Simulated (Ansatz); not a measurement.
Abridged output of a molecular run in Ansatz:

```
Functional definition: HF
2729 factors; integrals over basis functions are off by at most 1.0e-3 eV
mean field evaluation 1: about -20326.3026 eV, gradient 5.7e1 eV
mean field evaluation 2: about -20326.8718 eV, gradient 5.7e1 eV
mean field evaluation 4: about -20333.0868 eV, gradient 5.6e0 eV
mean field evaluation 8: about -20333.1830 eV, gradient 2.7e-1 eV
mean field -20333.18324595 eV, -747.2307019620 hartree, gradient 2.6e-6 eV, S^2 0.000000; 0 other end points of the search recorded, 0 dependent functions left out
13 core orbitals not correlated: weight in the atoms' cores, before any rotation towards them, 1.000 or more for the frozen orbitals, at most 0.000 for the correlated occupied ones
reference -20333.18324595 eV, -747.2307019620 hartree; 28, 28 occupied and 417, 417 virtual orbitals, 2729 factors
second order -47.53792196 eV of doubles, -0.00000000 eV of singles
cycle   1  -47.89797616 eV  change   -3.6e-1 eV  update   1.4e-1
cycle   2  -48.98266334 eV  change    -1.1e0 eV  update   3.8e-2
cycle   3  -49.22028397 eV  change   -2.4e-1 eV  update   1.9e-2
cycle   4  -49.19804547 eV  change    2.2e-2 eV  update   3.8e-3
cycle   5  -49.19730449 eV  change    7.4e-4 eV  update   1.7e-3
cycle   6  -49.19879909 eV  change   -1.5e-3 eV  update   4.9e-4
cycle   7  -49.19851570 eV  change    2.8e-4 eV  update   1.9e-4
cycle   8  -49.19839481 eV  change    1.2e-4 eV  update   4.8e-5
cycle   9  -49.19840465 eV  change   -9.8e-6 eV  update   1.8e-5
perturbative correction -1.81002332 eV, -0.0665171301 hartree
Total energy: -20384.19167392 eV, -749.1052271151 hartree
```

Its atoms:

Z-matrix (Å, degrees):
```
C
O 1 1.410
H 1 1.091 2 108.2
H 1 1.095 2 111.2 3 119.2
H 1 1.094 2 111.2 3 -119.6
Si 2 1.625 1 124.5 3 175.6
O 6 1.625 2 114.4 1 70.5
O 6 1.625 2 107.1 1 -171.1
O 6 1.625 2 107.1 1 -47.9
C 7 1.410 6 124.5 2 70.5
C 8 1.410 6 124.5 2 47.9
C 9 1.410 6 124.5 2 171.0
H 10 1.091 7 108.2 6 175.6
H 10 1.095 7 111.2 6 -65.2
H 10 1.094 7 111.2 6 56.0
H 11 1.091 8 108.2 6 -175.6
H 11 1.095 8 111.2 6 65.2
H 11 1.094 8 111.2 6 -56.0
H 12 1.091 9 108.2 6 -175.6
H 12 1.094 9 111.2 6 -56.0
H 12 1.095 9 111.2 6 65.2
```

(1) Which basis set was used?
A. def2-QZVPP
B. def2-TZVPP
C. def2-SVP
D. cc-pV(Q+d)Z

(2) Write the keys of the input that set method, charge and spin (a neutral closed shell needs none for the last two).

## Answers

(1) B. It gives 458 functions.

(2) 
```yaml
correlation: {method: ccsd_t}
```
